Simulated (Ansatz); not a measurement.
BClFH4NSi, SMILES `NB(F)[SiH2]Cl`. Total charge 0; spin multiplicity 1. All single points use the PBE0-D4/def2-TZVP geometry. It is one conformer, not always the lowest.

```xyz
9

N     1.219   -0.194   -1.051
B     0.782   -0.223    0.264
F     1.648   -0.541    1.238
Si   -1.143    0.209    0.733
Cl   -2.143    0.632   -1.038
H     0.603    0.040   -1.811
H     2.168   -0.401   -1.321
H    -1.856   -0.923    1.378
H    -1.278    1.402    1.607
```

**Question.** What is the dipole moment at r2SCAN/def2-TZVPP? (Best estimate.)

**Answer.** Computed: 1.87 D, with components (1.37, -0.20, -1.26) D in this frame, pointing from negative to positive charge.

**Question.** And with PBE, B3LYP, ωB97M-V? (Best estimate.)

**Answer.** Ansatz gave: PBE 1.90 D, B3LYP 1.80 D, ωB97M-V 1.81 D.

**Question.** Give the Mulliken charges with r2SCAN, ωB97M-V, B3LYP in def2-TZVPP. (Estimate.)

**Answer.** Ansatz gave: 
```csv
atom,r2SCAN,ωB97M-V,B3LYP
N1,-0.30,-0.20,-0.24
B2,0.33,0.28,0.31
F3,-0.28,-0.25,-0.26
Si4,0.32,0.18,0.26
Cl5,-0.29,-0.25,-0.28
H6,0.18,0.15,0.17
H7,0.18,0.14,0.17
H8,-0.07,-0.02,-0.06
H9,-0.07,-0.02,-0.06
```

B3LYP here is the variant with VWN-RPA as its local correlation; programs differ in this.
